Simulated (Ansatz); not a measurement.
Basis-set series for C₂HCl₂FTi (`C#[C][Ti]([F])([Cl])[Cl]`). The species carries charge 0 and has multiplicity 1. Geometry: relaxed with PBE0-D4/def2-TZVP.

```json
{"functional": "PBE0-D4", "basis": "def2-SVP", "functions": "114", "energy (Eh)": "-1945.43806", "HOMO (eV)": "-8.79", "LUMO (eV)": "-3.70"}
{"functional": "PBE0-D4", "basis": "def2-TZVPP", "functions": "255", "energy (Eh)": "-1946.08200", "HOMO (eV)": "-8.83", "LUMO (eV)": "-3.65"}
{"functional": "ωB97M-V", "basis": "def2-SVP", "functions": "114", "energy (Eh)": "-1945.96974", "HOMO (eV)": "-10.92", "LUMO (eV)": "-1.55"}
{"functional": "ωB97M-V", "basis": "def2-TZVPP", "functions": "255", "energy (Eh)": "-1946.61531", "HOMO (eV)": "-11.00", "LUMO (eV)": "-1.56"}
```

Give the rows for def2-QZVPP. (An estimate is asked.)

Ansatz gave: 
```
functional       basis  functions  energy (Eh)  HOMO (eV)  LUMO (eV)
   PBE0-D4  def2-QZVPP        434  -1946.13422      -8.84      -3.66
   ωB97M-V  def2-QZVPP        434  -1946.66420     -11.01      -1.58
```

Scalar relativity is left out up to krypton.
